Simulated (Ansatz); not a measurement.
Program: Ansatz. Geometries: PBE0-D4/def2-TZVP. ΔE: electronic, gas phase. CCSD(T)/CBS adds triple-zeta CCSD(T) − MP2 to the extrapolated MP2 energy (def2 sets, frozen cores). This one scheme is used for every species. Functionals use def2-TZVPP. B3LYP here is the variant with VWN-RPA as its local correlation; programs differ in this. For Ge outer-core shells are correlated without core-valence functions, which leaves a few kJ/mol of doubt a bond. Scalar relativity is left out up to krypton. One conformer a species, not always the lowest.

`[NH2][GeH2][NH][GeH2][NH2]` + `N[SiH](O)F` → `[NH2][GeH2][O][SiH](N)F` + `[NH2][GeH2][NH2]`  (ligand exchange at a Ge–N bond)

```json
{"level": "PBE-D4", "ΔE (kJ/mol)": "-33.5", "difference from CCSD(T)/CBS": "-1.5"}
{"level": "r2SCAN-D4", "ΔE (kJ/mol)": "-37.8", "difference from CCSD(T)/CBS": "-5.8"}
{"level": "PBE0-D4", "ΔE (kJ/mol)": "-33.4", "difference from CCSD(T)/CBS": "-1.4"}
{"level": "ωB97X-V", "ΔE (kJ/mol)": "-37.0", "difference from CCSD(T)/CBS": "-5.0"}
{"level": "ωB97M-V", "ΔE (kJ/mol)": "-35.9", "difference from CCSD(T)/CBS": "-3.9"}
{"level": "PBE", "ΔE (kJ/mol)": "-34.2", "difference from CCSD(T)/CBS": "-2.2"}
{"level": "r2SCAN", "ΔE (kJ/mol)": "-38.0", "difference from CCSD(T)/CBS": "-6.0"}
{"level": "B3LYP", "ΔE (kJ/mol)": "-38.4", "difference from CCSD(T)/CBS": "-6.4"}
{"level": "HF/def2-TZVPP", "ΔE (kJ/mol)": "-42.9", "difference from CCSD(T)/CBS": "-10.9"}
{"level": "MP2/def2-TZVPP", "ΔE (kJ/mol)": "-30.9", "difference from CCSD(T)/CBS": "1.1"}
{"level": "SCS-MP2/def2-TZVPP", "ΔE (kJ/mol)": "-34.1", "difference from CCSD(T)/CBS": "-2.1"}
{"level": "CCSD/def2-TZVPP", "ΔE (kJ/mol)": "-33.8", "difference from CCSD(T)/CBS": "-1.8"}
{"level": "CCSD(T)/def2-TZVPP", "ΔE (kJ/mol)": "-32.7", "difference from CCSD(T)/CBS": "-0.7"}
{"level": "MP2/def2-QZVPP", "ΔE (kJ/mol)": "-30.9", "difference from CCSD(T)/CBS": "1.1"}
{"level": "SCS-MP2/def2-QZVPP", "ΔE (kJ/mol)": "-34.3", "difference from CCSD(T)/CBS": "-2.3"}
{"level": "MP2/CBS(def2)", "ΔE (kJ/mol)": "-30.2", "difference from CCSD(T)/CBS": "1.8"}
{"level": "CCSD(T)/CBS", "ΔE (kJ/mol)": "-32.0", "difference from CCSD(T)/CBS": "0"}
```

Largest T1 diagnostic among the species: 0.012.

In def2-TZVPP, CCSD(T) changes the Hartree–Fock value by +10.2 kJ/mol (the triples alone add +1.0 kJ/mol) and MP2 by +12.0 kJ/mol.
